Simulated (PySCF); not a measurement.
C₃H₁₃NSi₂, SMILES CCC(N)([SiH3])[SiH3].

The structure is a stationary point at PBE-D3(BJ)/def2-SVP. This is a generated structure with no PubChem entry under its InChIKey; it may be hypothetical. One conformer was computed; it need not be the lowest.

Method: PBE-D3(BJ)/def2-SVP run with PySCF.

Frequencies are harmonic and unscaled.

Computed normal modes with their intensities:
```csv
mode,ν (cm⁻¹),IR (km/mol),moving atoms (share of kinetic energy)
1,83,0.3,"H 49 %, C 36 %, Si 9 %"
2,131,0.1,"H 67 %, Si 20 %"
3,155,0.7,"Si 39 %, H 38 %, C 14 %, N 9 %"
4,175,0.6,"H 75 %, Si 14 %"
5,181,3.1,"H 65 %, C 15 %, Si 10 %, N 9 %"
6,213,1.8,"H 55 %, C 23 %, N 12 %, Si 9 %"
7,235,14.9,"H 43 %, N 24 %, Si 21 %, C 12 %"
8,251,11.5,"H 70 %, C 15 %, N 13 %"
9,273,18.0,"H 71 %, N 15 %, C 10 %"
10,338,4.4,"H 43 %, C 27 %, Si 17 %, N 13 %"
11,364,9.3,"Si 42 %, H 25 %, C 25 %"
12,513,4.8,"H 47 %, C 23 %, Si 21 %, N 9 %"
13,530,2.0,"H 72 %, Si 17 %, C 8 %"
14,591,2.1,"H 82 %, Si 15 %"
15,629,35.0,"H 72 %, C 15 %, Si 12 %"
16,652,41.7,"H 68 %, Si 12 %, N 11 %, C 9 %"
17,748,2.9,"H 74 %, C 16 %, N 9 %"
18,797,113.4,"H 56 %, C 30 %"
19,840,127.6,"H 59 %, C 29 %, N 11 %"
20,870,269.9,"H 82 %, Si 10 %"
21,889,21.5,"H 60 %, C 35 %"
22,901,47.1,H 92 %
23,904,67.4,"H 83 %, C 9 %"
24,910,34.6,H 95 %
25,914,46.4,H 94 %
26,915,15.6,H 91 %
27,974,12.2,"H 56 %, C 31 %, N 12 %"
28,1049,0.9,"C 62 %, H 37 %"
29,1080,2.0,"C 49 %, H 49 %"
30,1116,4.0,"C 67 %, H 24 %, N 9 %"
31,1213,2.3,"H 70 %, C 23 %"
32,1272,0.8,"H 86 %, C 13 %"
33,1308,5.3,"H 67 %, C 32 %"
34,1344,6.5,"H 76 %, C 24 %"
35,1392,4.0,H 92 %
36,1417,5.0,H 96 %
37,1427,5.8,H 96 %
38,1572,30.7,H 92 %
39,2133,97.3,H 98 %
40,2145,91.0,H 96 %
41,2150,19.3,H 97 %
42,2154,99.4,H 98 %
43,2164,144.0,H 96 %
44,2169,103.0,H 96 %
45,2951,19.8,H 94 %
46,2967,19.2,H 97 %
47,3002,7.8,"H 91 %, C 9 %"
48,3054,22.3,"H 91 %, C 9 %"
49,3060,18.4,"H 91 %, C 9 %"
50,3382,0.3,H 96 %
51,3467,2.2,"H 92 %, N 8 %"
```
